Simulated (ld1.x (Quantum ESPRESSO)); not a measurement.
## What the settings do to the TM semilocal potential of cerium (Ce)

Base potential:

```
Element                 : cerium (Ce)
Generator               : ld1.x (Quantum ESPRESSO) 7.5
Type                    : norm-conserving Troullier–Martins (semilocal form)
Functional              : LDA (PZ)
Relativity              : scalar-relativistic
Frozen core             : [Kr] 4d10
Valence charge          : 12
Reference configuration : 4f1 5s2 5p6 5d1 6s0 6p0 (charge +2)
Partial waves           : 5s (bound): rc 2.60 bohr; 5p (bound): rc 2.00 bohr; 4f (bound): rc 1.25 bohr; 5d (bound): rc 2.60 bohr
Local potential         : the d channel
Core correction         : Bessel-smoothed model core, default radius (core density twice the valence density)
```

Cutoffs, loose and tight: the cutoffs (Ry, on a coarse ladder) from which the occupation-weighted sum of valence levels, in a spherical-Bessel basis at the reference potential, stays within 10 and 1 mRy of its value at 400 Ry. They do not see the model core or the augmentation charge, which bear on the density cutoff. Test errors are all-electron minus pseudo excitation energies from the reference, over the configurations 4f1 5s2 5p6 5d1 6s2 6p0; 4f1 5s2 5p6 5d1 6s1 6p0; 4f1 5s2 5p6 5d0 6s0 6p0; 4f1 5s2 5p6 5d0 6s2 6p0; 4f1 5s2 5p5 5d1 6s2 6p0; 4f0 5s2 5p6 5d2 6s2 6p0; 4f1 5s2 5p6 5d1 6s1 6p1 (two spin-polarised tests are not counted in the largest error). A dash means not determined; rows that change the core or the reference have their own tests. The largest error is taken over the tests solved by every variant that gives reliable tests at all: 4f0 5s2 5p6 5d2 6s2 6p0; 4f1 5s2 5p5 5d1 6s2 6p0; 4f1 5s2 5p6 5d0 6s0 6p0; 4f1 5s2 5p6 5d0 6s2 6p0; 4f1 5s2 5p6 5d1 6s1 6p0.

Cutoffs are not given where the Bessel-basis levels miss the radial ones by over 6 mRy, ghosts where they miss by over 20 mRy; a channel whose overlap is not positive is not tested.

A semilocal file is local in each channel, so a ghost entry of none says nothing of the separable form that plane-wave codes build from it.

```csv
change,outcome,"cutoff, loose","cutoff, tight",bound ghosts,largest test error (meV)
base,generated,180 Ry,230 Ry,none,+4887
wave 4f (bound): rc 1.25 bohr becomes 4f (bound): rc 0.78 bohr,generated,–,–,none,+4890
wave 4f (bound): rc 1.25 bohr becomes 4f (bound): rc 0.96 bohr,generated,260 Ry,300 Ry,none,+4889
wave 4f (bound): rc 1.25 bohr becomes 4f (bound): rc 1.08 bohr,generated,230 Ry,260 Ry,none,+4888
wave 4f (bound): rc 1.25 bohr becomes 4f (bound): rc 1.46 bohr,generated,140 Ry,160 Ry,none,+4884
wave 4f (bound): rc 1.25 bohr becomes 4f (bound): rc 1.62 bohr,generated,120 Ry,140 Ry,none,+4883
wave 4f (bound): rc 1.25 bohr becomes 4f (bound): rc 1.72 bohr,generated,110 Ry,140 Ry,none,+4882
```

Problem. What comes out with this change to the base: wave 4f (bound): rc 1.25 bohr becomes 4f (bound): rc 1.18 bohr?

Solution. outcome: generated; cutoff, loose: 200 Ry; cutoff, tight: 230 Ry; bound ghosts: none; largest test error (meV): +4887.

Problem. What comes out with this change to the base: wave 4f (bound): rc 1.25 bohr becomes 4f (bound): rc 1.86 bohr?

Solution. outcome: generated; cutoff, loose: 100 Ry; cutoff, tight: 120 Ry; bound ghosts: none; largest test error (meV): +4881.

Problem. What comes out with this change to the base: wave 4f (bound): rc 1.25 bohr becomes 4f (bound): rc 1.38 bohr?

Solution. outcome: generated; cutoff, loose: 160 Ry; cutoff, tight: 200 Ry; bound ghosts: none; largest test error (meV): +4885.

Reading the sweep of the f radius (base included, trends over the rows without a ghost): The loose cutoff falls from 260 Ry at 0.96 to 100 Ry at 1.86 bohr. A larger radius leaves more room for a smooth pseudo-wave, so fewer plane waves are needed; a smaller one forces it to follow the all-electron wave where it bends sharply.
